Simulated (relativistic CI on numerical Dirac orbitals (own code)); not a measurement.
# Hyperfine structure of Tc³⁷⁺, mass number 99

Computed by Dirac-Coulomb-Breit CI, separate exchange-only KLI orbitals for each configuration, model QED (radiative potential, 1s self-energy scaled to tabulated hydrogen-like ionisation energies), unscaled Slater integrals (own radial code, finite nucleus).

CI space (outside the closed core 1s2): 2s2.2p2, 2s.2p3, 2p4, 2p3.3s, 2p3.3p, 2p3.3d, 2s2.2p.3s, 2s2.2p.3p, 2s2.2p.3d, 2s.2p2.3s, 2s.2p2.3p, 2s.2p2.3d, 2s2.2p.4s, 2s2.2p.4p, 2s2.2p.4d, 2s2.2p.4f. Levels of other configurations are missing.

Nuclear spin I = 9/2, μ = 5.678 μN, Q = -0.129 b (tables of Stone and Pyykkö). The electronic factors are computed for point nuclear moments, without core polarisation or the Bohr-Weisskopf and QED corrections.

```
       Level   E (eV)  A (GHz)  B (GHz)
2s2.2p2 3P_1  115.628   -39.47    -17.8
2s2.2p2 1D_2  128.493    407.4    -25.7
2s.2p3 5S°_2  246.562    959.8    -22.8
2s2.2p2 3P_2  253.062    197.5     -9.8
2s.2p3 3D°_2  359.086    744.7    -26.6
2s.2p3 3D°_3  384.851    886.9    0.128
2s.2p3 1D°_2  431.564    47.86     18.2
```

Levels with J = 0, under 50 % of one LS term, or S terms without an open s electron are left out. Small factors come from cancelling terms and can be off by tens of per cent or more.

At this charge energies of transitions that change n are usually good to better than 1 %, and those within a shell (Δn = 0) to a few per cent.

Task: Give the hyperfine levels of 2s2.2p2 1D_2 relative to its centre of gravity.

Result: With K = F(F + 1) − I(I + 1) − J(J + 1), E = AK/2 + B[¾K(K + 1) − I(I + 1)J(J + 1)]/[2I(2I − 1)J(2J − 1)]: F = 5/2: -4494, F = 7/2: -3056, F = 9/2: -1215, F = 11/2: 1026, F = 13/2: 3661 GHz.

LS names give the leading component of a level, which can be under half, so a name can repeat, a term be missing and a line seem to break the LS rules.
